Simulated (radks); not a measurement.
The numbers below are computed, except where a source is named.
Coulomb parameter of the 3d shell of the nickel ion Ni+ in the model configuration [Ar] 3d8 4s1, as a second difference U = [E(n + 0.5) + E(n - 0.5) - 2 E(n)] / (0.5)^2 with all orbitals relaxed. "Bare": the charge of the atom changes with n. "Screened": the 4s shell takes up the change at fixed total charge, which measures U(3d,3d) + U(4s,4s) - 2 U(3d,4s). Code: a radial shooting solver on a logarithmic mesh with Libxc functionals. Model: scalar-relativistic Kohn-Sham, r2SCAN, spin-unpolarised, spherical densities, finite nucleus; meta-GGA in the generalised Kohn-Sham scheme; Fermi nuclear charge, rms radius 3.7757 fm.

start: configuration [Ar] 3d8 4s1; E - E(n) (eV) 0.000
bare +0.5: configuration [Ar] 3d8.5 4s1; E - E(n) (eV) -7.203
bare -0.5: configuration [Ar] 3d7.5 4s1; E - E(n) (eV) 11.065
screened +0.5: configuration [Ar] 3d8.5 4s0.5; E - E(n) (eV) -2.114
screened -0.5: configuration [Ar] 3d7.5 4s1.5; E - E(n) (eV) 2.972

U(bare) = 15.447 eV, U(screened by 4s) = 3.431 eV, against the Slater integral F0(3d,3d) = 25.875 eV with frozen orbitals.
